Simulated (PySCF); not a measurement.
C₃H₅ClOSi, SMILES C#CC[Si@@H](O)Cl. Geometry optimised at PBE0-D3(BJ)/def2-SVP. The structure was generated by enumeration; whether it is a known compound was not checked. The values are those of a single conformer.

Computed equilibrium geometry at PBE0-D3(BJ)/def2-SVP (PySCF confirms it by a frequency run) as Cartesian coordinates in Å (one conformer of several):
```xyz
11

C     -2.7796     1.2575     0.5557
C     -1.9946     0.7405    -0.2085
C     -1.0195     0.0943    -1.0643
Si     0.3204    -0.7605    -0.0512
O      1.3382    -1.6335    -1.0193
Cl     1.3759     0.7147     0.9438
H     -3.4806     1.7230     1.2230
H     -0.5437     0.8240    -1.7424
H     -1.4968    -0.6730    -1.6992
H     -0.2568    -1.7087     0.9258
H      1.9590    -1.1546    -1.5763
```
